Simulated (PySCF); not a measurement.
Cd(I)(NH2) (CdH2IN), SMILES [NH2][Cd][I]. Heavy atoms are numbered as in [Cd:1]([I:2])[NH2:3]. Hydrogens are named by the atom that carries them.

Coordinates come from a PBE0-D3(BJ)/def2-TZVP optimisation. The def2 effective core potentials stand for the cores of Cd, I; spin–orbit coupling is left out. The values are those of a single conformer.

Level of theory: PBE/def2-TZVPD in PySCF.

Mulliken values depend strongly on the basis, most of all with diffuse functions as here. ESP charges are fitted to the potential on shells at 1.4 to 2.0 van der Waals radii. Atomic charges (e), one atom of each kind:

| atom | Mulliken | ESP fit |
|---|---|---|
| Cd1 | 0.47 | ___ |
| I2 | -0.28 | ___ |
| N3 (NH2) | -0.63 | ___ |
| H on N3 | 0.22 | ___ |

Fill in the missing entries. (Estimate from the structure and the level; the computed values follow.)


- Cd1, ESP fit: 0.52
- I2, ESP fit: -0.28
- N3 (NH2), ESP fit: -0.72
- H on N3, ESP fit: 0.24
